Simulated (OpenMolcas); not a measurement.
Computed levels of 5d7 in ions with 75 electrons, in cm-1 above 4F 9/2.

```
Program             : OpenMolcas
Method              : CASSCF
Basis               : ANO-RCC-VQZP
Scalar Hamiltonian  : DKH2, point nucleus
Spin-orbit coupling : state interaction with AMFI integrals over the reference wave functions, term energies averaged over their components
```

Active space for each ion: 7 electrons in 10 orbitals (5d 6d).

| Level | Ir2+ | Au4+ |
| --- | --- | --- |
| 4F 7/2 | 7478 | 11667 |
| 4F 5/2 | 9775 | 13694 |
| 4P 5/2 | 16882 | 22511 |
| 2G 9/2 | 17556 | 23137 |
| 4P 1/2 | 20274 | 26918 |
| 2H 11/2 | 23497 | 30652 |
| 2G 7/2 | 23774 | 31968 |
| 2D 5/2(1) | 27596 | 37324 |
| 2P 1/2 | 31400 | 42941 |

Question: Estimate 4F 5/2, 4P 5/2, 2G 9/2 for Pt3+ from its neighbours Ir2+ and Au4+.

Answer: 4F 5/2 is fine structure, which grows about as the fourth power of a screened charge, so the fourth roots are averaged: ((9775^0.25 + 13694^0.25) / 2)^4 = 11611. The calculation gives 11759, so the estimate is off by -1.3 %.
4P 5/2 is another term, which grows about linearly with the charge: (16882 + 22511) / 2 = 19696. The calculation gives 19614, so the estimate is off by +0.4 %.
2G 9/2 is another term, which grows about linearly with the charge: (17556 + 23137) / 2 = 20346. The calculation gives 20297, so the estimate is off by +0.2 %.

Mixed levels, with the weight of the term that names them: Ir2+ 2G 9/2 (63 %), Ir2+ 4P 1/2 (71 %), Ir2+ 2P 1/2 (71 %), Pt3+ 4F 5/2 (71 %), Pt3+ 2G 9/2 (60 %), Pt3+ 4P 1/2 (69 %), Pt3+ 2D 5/2(1) (74 %), Pt3+ 2P 1/2 (69 %), Au4+ 4F 5/2 (63 %), Au4+ 2G 9/2 (58 %), Au4+ 4P 1/2 (67 %), Au4+ 2D 5/2(1) (71 %), Au4+ 2P 1/2 (67 %).

Without dynamic correlation excited terms often stand tens of per cent too high (terms of higher spin than the ground term too low), and those without a measured partner can miss by more than the paired ones. Active for correlation alone: 6d; no level in the range computed is led by a configuration that fills it, so any true level of that kind is missing. Levels of configurations outside the active space are missing.

A number in round brackets counts repeated terms of one configuration in the order of the reference energies.
